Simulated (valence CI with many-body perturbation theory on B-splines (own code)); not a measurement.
# Pm⁴⁵⁺: E2, M1, M2 decay

Level of theory: configuration interaction combined with many-body perturbation theory (CI+MBPT): six valence electrons over a frozen Dirac-Fock core [Ne], a basis of 9 s, 9 p, 8 d, 6 f, 3 g, 1 h functions for each j, with the one-electron correlation potential Σ1, the two-electron term Σ2, the three-electron term Σ3, Breit, model QED; selected CI, second order for the rest, scaled by the run's own slope (own B-spline code, finite nucleus).

No measured spectrum was set against this ion. As an estimate, large intervals hold to a few tenths of a per cent, small ones and those within an open d or f shell to about a per cent. Among the levels kept, up to 1100 cm⁻¹ of a level comes from second order outside the variational space, and about a tenth of that is noise between levels of different J, which matters for small intervals.

Lines 1 to 25 of 25 in falling wavelength, among levels below 398.87 eV, chosen from the decays that carry over 1 % of a level's rate. Wavelengths and rates use the calculated energies. Electric multipoles are in the length gauge with retardation, E1 and E2 with the static RPA response of the core. M1 uses the relativistic operator with retardation. Weak lines are less certain than strong ones. Lines between different terms over intervals too small for the method are left out, as are lines whose strength nearly cancels.

Levels are named by their leading jj configuration (3d3/2^4 stands for four electrons in 3d with j = 3/2), which in mixed levels can hold well under half, so a name can repeat and another be missing. Letters in brackets count levels of one name in rising energy.

| λ vac (nm) | Upper | Lower | Type | A (s⁻¹) | Branch % |
| --- | --- | --- | --- | --- | --- |
| 81.75 | (3s^2 3p1/2^2 3p3/2^2) J=0 | (3s^2 3p1/2^2 3p3/2^2) J=2 | E2 | 9.07e+00 | 100.0 |
| 42.78 | (3s^2 3p1/2 3p3/2^2 3d5/2) J=4 [b] | (3s^2 3p1/2 3p3/2^2 3d3/2) J=4 | M1 | 4.76e+04 | 1.1 |
| 42.74 | (3s^2 3p1/2^2 3p3/2 3d5/2) J=4 | (3s^2 3p1/2^2 3p3/2 3d3/2) J=3 | M1 | 1.60e+05 | 96.9 |
| 38.99 | (3s^2 3p1/2 3p3/2^2 3d5/2) J=5 | (3s^2 3p1/2 3p3/2^2 3d3/2) J=4 | M1 | 1.84e+05 | 4.3 |
| 34.00 | (3s^2 3p1/2 3p3/2^2 3d5/2) J=4 [b] | (3s^2 3p1/2 3p3/2^2 3d3/2) J=3 [a] | M1 | 1.39e+05 | 3.3 |
| 14.04 | (3s^2 3p1/2 3p3/2^2 3d3/2) J=4 | (3s^2 3p1/2^2 3p3/2 3d5/2) J=3 | M1 | 1.27e+05 | 3.3 |
| 11.51 | (3s^2 3p1/2 3p3/2^2 3d3/2) J=4 | (3s^2 3p1/2^2 3p3/2 3d5/2) J=4 | M1 | 7.02e+04 | 1.8 |
| 11.51 | (3s^2 3p1/2 3p3/2^2 3d5/2) J=4 [a] | (3s^2 3p1/2^2 3p3/2 3d5/2) J=3 | M1 | 5.39e+06 | 25.6 |
| 10.57 | (3s^2 3p1/2 3p3/2^2 3d5/2) J=4 [b] | (3s^2 3p1/2^2 3p3/2 3d5/2) J=3 | M1 | 1.80e+06 | 42.8 |
| 10.21 | (3s^2 3p1/2 3p3/2^3) J=1 | (3s^2 3p1/2^2 3p3/2^2) J=0 | M1 | 6.38e+06 | 23.3 |
| 9.750 | (3s^2 3p1/2 3p3/2^2 3d5/2) J=4 [a] | (3s^2 3p1/2^2 3p3/2 3d5/2) J=4 | M1 | 1.52e+07 | 71.9 |
| 9.171 | (3s^2 3p1/2 3p3/2^2 3d5/2) J=4 [b] | (3s^2 3p1/2^2 3p3/2 3d5/2) J=2 | E2 | 6.56e+04 | 1.6 |
| 9.079 | (3s^2 3p1/2 3p3/2^3) J=1 | (3s^2 3p1/2^2 3p3/2^2) J=2 | M1 | 2.09e+07 | 76.2 |
| 9.071 | (3s^2 3p1/2 3p3/2^2 3d5/2) J=4 [b] | (3s^2 3p1/2^2 3p3/2 3d5/2) J=4 | M1 | 2.02e+06 | 48.0 |
| 9.071 | (3s^2 3p1/2 3p3/2^2 3d5/2) J=4 [b] | (3s^2 3p1/2^2 3p3/2 3d5/2) J=4 | E2 | 8.18e+04 | 1.9 |
| 9.069 | (3s^2 3p1/2 3p3/2^2 3d3/2) J=4 | (3s^2 3p1/2^2 3p3/2 3d3/2) J=3 | M1 | 3.50e+06 | 90.3 |
| 9.069 | (3s^2 3p1/2 3p3/2^2 3d3/2) J=4 | (3s^2 3p1/2^2 3p3/2 3d3/2) J=3 | E2 | 1.16e+05 | 3.0 |
| 8.888 | (3s^2 3p1/2 3p3/2^2 3d5/2) J=5 | (3s^2 3p1/2^2 3p3/2 3d5/2) J=4 | M1 | 3.95e+06 | 92.1 |
| 8.888 | (3s^2 3p1/2 3p3/2^2 3d5/2) J=5 | (3s^2 3p1/2^2 3p3/2 3d5/2) J=4 | E2 | 1.15e+05 | 2.7 |
| 8.654 | (3s^2 3p1/2 3p3/2^2 3d3/2) J=4 | (3s^2 3p1/2^2 3p3/2 3d3/2) J=2 | E2 | 5.86e+04 | 1.5 |
| 8.585 | (3s^2 3p1/2 3p3/2^3) J=2 | (3s^2 3p1/2^2 3p3/2^2) J=2 | M1 | 1.32e+07 | 98.0 |
| 8.585 | (3s^2 3p1/2 3p3/2^3) J=2 | (3s^2 3p1/2^2 3p3/2^2) J=2 | E2 | 2.24e+05 | 1.7 |
| 8.251 | (3s^2 3p3/2^4) J=0 | (3s^2 3p1/2 3p3/2^3) J=1 | M1 | 5.86e+07 | 84.7 |
| 7.939 | (3s^2 3p1/2 3p3/2^2 3d5/2) J=4 [a] | (3s^2 3p1/2^2 3p3/2 3d3/2) J=3 | M1 | 4.55e+05 | 2.2 |
| 5.689 | (3s^2 3p1/2^2 3p3/2 3d5/2) J=4 | (3s^2 3p1/2^2 3p3/2^2) J=2 | M2 | 5.19e+03 | 3.1 |
